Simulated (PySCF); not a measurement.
Si(F)(OH)2(NH2) (FH₄NO₂Si), SMILES N[Si](O)(O)F.

Geometry optimised at B3LYP-D3(BJ)/def2-SVP. The structure was generated by enumeration, and PubChem lists no compound with its InChIKey, so it may never have been made. The values are those of a single conformer.

Two levels are set side by side: PBE/def2-TZVP (PySCF) and PBE0/def2-TZVP (PySCF). Same geometry, gas phase. Differences are taken from unrounded values.

| quantity | PBE0 |
|---|---|
| orbital gap (eV) | 8.54 |
| highest occupied level (eV) | -8.06 |
| lowest empty level (eV) | 0.48 |
| dipole moment (D) | 1.62 |
| mean polarisability (bohr³) | 36.0 |

**Question.** What does PBE give, and how far is it from PBE0? (An estimate is asked for; the answer gives what the named calculation found.)

**Answer.** 
```csv
quantity,PBE,PBE minus PBE0
orbital gap (eV),6.10,-2.44
highest occupied level (eV),-6.51,1.55
lowest empty level (eV),-0.40,-0.89
dipole moment (D),1.57,-0.04
mean polarisability (bohr³),38.1,2.2
```

Without exact exchange PBE keeps part of each electron's self-repulsion, which lifts occupied levels and narrows the gap. PBE's more diffuse valence density responds more strongly to a field. Differences between two approximate levels are no errors against the true value.

Rough cost on one machine, each run with all the roots and properties that it gave: PBE0 against PBE within a factor of 2.
